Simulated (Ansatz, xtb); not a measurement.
## Ranking isomers of C2H8BrNSi

3 gas-phase structures of C2H8BrNSi, from a drawn sample of its isomers (lower ones may exist). Each was relaxed with GFN2-xTB; where two conformers were screened, the lower at r2SCAN-D4/def2-SVP is listed:

A. `C[Si@@H](Br)CN`, a singlet
B. `C[Si@@H](N)CBr`, a singlet
C. `C[Si](C)(N)Br`, a singlet

Task: Make a reasoned guess at their ranking by r2SCAN-D4/def2-SVP single-point energy.

Result: Calculated order at r2SCAN-D4/def2-SVP: C (0.000), A (1.570), B (1.889) eV.

Energies above the lowest of each column, in eV; the last columns are at PBE0-D3(BJ)/def2-SVP geometries:

```tsv
structure	GFN2-xTB	HF/STO-3G	r2SCAN-D4/def2-SVP	PBE0-D3(BJ)/def2-SVP	CCSD(T)/def2-SVP + ΔMP2/def2-TZVPP
C	0.000	0.000	0.000	0.000	0.000
A	0.898	1.268	1.570	1.488	1.660
B	1.286	1.751	1.889	1.870	1.788
```

Every level run on C puts it lowest or level with the lowest. Flexible structures stand in one conformer each, not always the lowest. The ΔMP2 step shifts differences by up to 0.207 eV, which makes them less sure. ΔMP2 is the change of the MP2 energy from the smaller to the larger basis.

Programs: Ansatz 0.2.0, xtb 6.7.1.
